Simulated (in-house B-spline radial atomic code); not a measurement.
## RPA and G0W0 on Hartree-Fock: Ge XXX (Ge29+)

Configuration [He] 2s1, highest spin, mean-field start Hartree-Fock. Computed with an all-electron radial atomic-structure program (B-spline basis): all electrons, non-relativistic, point nucleus, each spin shell either full or empty, empty states to l = 9 with an (l + 1/2)⁻⁴ tail; G0W0 by contour deformation at full frequency.

Command:
```bash
python run_gw.py task.json out
```
Settings (radii: box in bohr, nucleus in fm):
```
Z                        32
electrons                3
configuration            [He] 2s1
hamiltonian              nr
method                   hf
lmax                     9
spin_polarised           True
box_radius               3.12
intervals                45
ion_configuration        1s2
```

Run time, properties included: 1.3 s on 1 thread of Intel(R) Xeon(R) Platinum 8259CL CPU @ 2.50GHz, with other jobs on the host.

Energies (hartree):

| term | value |
| --- | --- |
| mean-field total | -1119.62635 |
| Hartree-Fock functional on these orbitals | -1119.62635 |
| direct second order | -0.21112 |
| second-order exchange | 0.15896 |
| SOSEX correction | 0.14518 |

Question: What is the RPA correlation energy, and what remains with SOSEX?

Answer: RPA gives -0.19665 hartree (-1.78 eV per electron); RPA + SOSEX gives -0.051476, and the second-order doubles (MP2) -0.052159 hartree. SOSEX takes back 74 % of the RPA value.

Quasi-particle levels (eV):

```csv
level,occupied,mean field,Σx - vxc,Σc,QP weight,G0W0
2s up,yes,-3143.34,0.00,?,?,?
1s down,yes,-13217.04,0.00,2.04,0.999,-13215.00
1s up,yes,-13235.00,0.00,4.78,0.982,-13230.23
2s down,no,-3017.77,0.00,-7.04,0.977,-3024.81
```

G0W0 = mean field + (Σx - vxc) + Σc, with Σc (partial-wave tail included) taken at the quasi-particle energy.

Question: Where does G0W0 put 2s up?

Answer: At -3148.21 eV, with Σc = -4.87 eV and a quasi-particle weight of 0.988. The tabulated removal energy is 3194.293 ± 0.007 eV (NIST, tabulated theory); the calculation leaves out relativity, Breit and QED terms, and what these don't explain is the method's own error.

Question: What does it cost to remove one electron (to 1s2) by differences of total energies, each species on its own start (correlation terms add to the Hartree-Fock functional)?

Answer: Hartree-Fock functional 3143.33 eV, + RPA 3146.20 eV, + RPA + SOSEX 3143.49 eV, + second order 3143.50 eV. Tabulated: 3194.293 ± 0.007 eV (NIST, tabulated theory); the calculation leaves out relativity, Breit and QED terms, and what these don't explain is the method's own error.
